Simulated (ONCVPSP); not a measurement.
**What one change does to a pseudopotential (V, ONCV)**

ONCVPSP 4.0.1 input, shortened (lines: element, Z, core and valence counts, functional; n l f; lmax; l rc ep ncon nbas qcut; lloc lpopt rc5 dvloc0; l nproj debl; icmod fcfact rcfact), PBE, scalar-relativistic:

```
  V 23.00    3    4        4      upf
    1    0    2.00
    2    0    2.00
    2    1    6.00
    3    0    2.00
    3    1    6.00
    3    2    3.00
    4    0    0.50
    2
    0    1.50    0.00    4    7    6.70
    1    1.65    0.00    3    7   10.10
    2    1.45    0.00    3    7   12.50
    4    5    1.10    4.00
    0    2    3.10
    1    2    1.10
    2    2    3.60
    2    0.70    0.85
```

In the p channel the program set the typed energies aside and used -2.057, 0.250 Ha.

Change: s: qcut 4.1.

Cutoffs: the cutoffs (Ha) at which the residual kinetic energy of the hardest occupied pseudo-wave falls to 1 and 0.1 mHa per electron; they do not see the model core or the augmentation charge, which bear on the density cutoff. Errors are all-electron minus pseudo energies relative to the spin-unpolarised reference configuration.

Q: How do hardness, ghosts and transferability respond?

A: The potential gets neither clearly harder nor softer (50 Ha and 58 Ha → 50 Ha and 58 Ha); the d channel sets the loose cutoff, while the largest relative change is in s, which becomes harder; the errors of the 4 common tests hardly move; neither file shows a bound ghost.

| quantity | base | changed |
| --- | --- | --- |
| cutoff, loose | 50 Ha | 50 Ha |
| cutoff, tight | 58 Ha | 58 Ha |
| loose cutoff by channel | s 18 Ha, p 24 Ha, d 50 Ha | s 23 Ha, p 24 Ha, d 50 Ha |
| bound ghosts | none | none |
| GHOST(+) flags under 300 eV | none | none |
| error for 3s2 3p6 3d3 4s2, meV [ΔE -14.02 eV] | +1.2 | +0.9 |
| error for 3s2 3p6 3d3 4s1, meV [ΔE -6.28 eV] | +0.4 | +0.3 |
| error for 3s2 3p6 3d3 4s0, meV [ΔE 8.01 eV] | -0.6 | -0.7 |
| error for 3s2 3p6 3d1 4s0, meV [ΔE 82.78 eV] | +161 | +165 |
| s: phases at 1.52 bohr within 0.05 rad from the reference energy up to (Ha; the scan ends near 5) | to the end of the scan | to the end of the scan |
| p: phases at 1.68 bohr within 0.05 rad from the reference energy up to (Ha; the scan ends near 5) | to the end of the scan | to the end of the scan |
| d: phases at 1.47 bohr within 0.05 rad from the reference energy up to (Ha; the scan ends near 5) | to the end of the scan | to the end of the scan |
| rms error of d²Exc/dni dnj with the model core, mHa | 1.47 | 1.60 |
